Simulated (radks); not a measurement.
The numbers below are computed, except where a source is named.
Species: S II. Configuration: [Ne] 3s2 3p3. Level of theory: non-relativistic Kohn-Sham, r2SCAN, spin-polarised, spherical densities, point nucleus; open shells are filled with parallel spins first; meta-GGA in the generalised Kohn-Sham scheme (a radial shooting solver on a logarithmic mesh with Libxc functionals).

X-ray form factor f0, the Fourier transform of the density (f0(0) = 15):

sin(theta)/lambda (1/angstrom)  f0 (electrons)
0.05                                    14.633
0.1                                     13.661
0.15                                    12.380
0.2                                     11.090
0.25                                     9.974
0.3                                      9.087
0.4                                      7.859
0.5                                      6.997
0.6                                      6.230
0.8                                      4.770
1                                        3.555
1.25                                     2.522
1.5                                      1.928
2                                        1.406
